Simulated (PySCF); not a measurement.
CH₃NO₂Si.
Bonds: N1–C2 (triple), C2–Si3, Si3–O4, Si3–O5. Hydrogens: H6 on Si3; H7 on O4; H8 on O5.

Torsions of this conformer, `[N:1]#[C:2][SiH:3]([OH:4])[OH:5]`: H–O4–Si3–C2 -65°, H–O5–Si3–C2 -17°.

The closed-shell ground state was solved at several levels (PySCF, density fitting, gas phase, non-relativistic). Isolated species at its PBE0-D3(BJ)/def2-SVP geometry (one conformer only).

```tsv
level	basis functions	HOMO (eV)	LUMO (eV)	gap (eV)	dipole (D)
wB97X-D/def2-SVPD	134	-11.80	0.85	12.65	2.16
PBE0/pcSseg-1	107	-9.74	-0.74	9.00	2.17
```

(1) Estimate the row for wB97X-D/pcSseg-2, a basis of 229 functions; the other rows only guide the guess.

(2) How far do the dipole and the HOMO energy spread over the levels?

Results:

(1) HOMO -11.76 eV, LUMO 0.89 eV, gap 12.65 eV, dipole 2.16 D.

(2) The dipole runs from 2.16 to 2.17 D (mean 2.17 D) and the HOMO from -11.80 to -9.74 eV.
